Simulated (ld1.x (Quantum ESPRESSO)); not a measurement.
Mo, TM: configuration errors across variants

* Element: Mo (Z = 42)
* Generator: ld1.x (Quantum ESPRESSO) 7.5
* Type: norm-conserving Troullier–Martins (Kleinman–Bylander form)
* Functional: LDA (PZ)
* Relativity: scalar-relativistic
* Frozen core: [Ar] 3d10
* Valence charge: 14
* Reference configuration: 4s2 4p6 4d3 5s0 5p0 (charge +3)
* Partial waves: 4s (bound): rc 1.45 bohr; 4d (bound): rc 2.20 bohr; 4p (bound): rc 2.05 bohr
* Local potential: the p channel
* Core correction: a·sin(br)/r model core inside 0.70 bohr

All-electron excitation energies from the reference (eV): (1) 4s2 4p6 4d5 5s1 5p0 -49.850; (2) 4s2 4p6 4d5 5s0 5p0 -42.664; (3) 4s2 4p6 4d4 5s0 5p0 -26.961; (4) 4s2 4p6 4d2 5s0 5p0 39.697; (5) 4s2 4p6 4d5 5s0 5p1 -46.605; (6) 4s1 4p6 4d5 5s1 5p0 20.456; (7) 4s2 4p6 4d4 5s2 5p0 -49.711; (8) 4s2 4p6 4d3 5s0 5p0 spin -1.574; (9) 4s2 4p6 4d5 5s1 5p0 spin -53.774.

Spin tests fill each open shell by Hund’s rule, majority spin first.

Errors AE − PS in meV (a dash: test not solved or not reliable):

```tsv
change	(1)	(2)	(3)	(4)	(5)	(6)	(7)	(8)	(9)	bound ghosts
base	+282	+52	+20	+31	+134	+284	+574	+75	+412	none
all radii but the core radius scaled by about 0.76 (s 1.10, p 1.56, d 1.66 bohr)	+80	+21	+8.2	+10	+49	+63	+153	+37	+143	none
all radii but the core radius scaled by about 0.91 (s 1.32, p 1.86, d 2.00 bohr)	+199	+39	+15	+21	+103	+200	+402	+57	+299	none
all radii but the core radius scaled by about 1.16 (s 1.68, p 2.38, d 2.56 bohr)	+432	+63	+27	+55	+128	+473	+930	+113	+618	none
all radii but the core radius scaled by about 1.28 (s 1.86, p 2.62, d 2.80 bohr)	+540	+63	+34	+85	+45	+723	+1243	+139	+769	none
```

Task: Give the same row for: all radii but the core radius scaled by about 1.35 (s 1.96, p 2.78, d 2.98 bohr).

Result: +609, +64, +40, +107, -26, +940, +1451, +151, +860; bound ghosts: none.
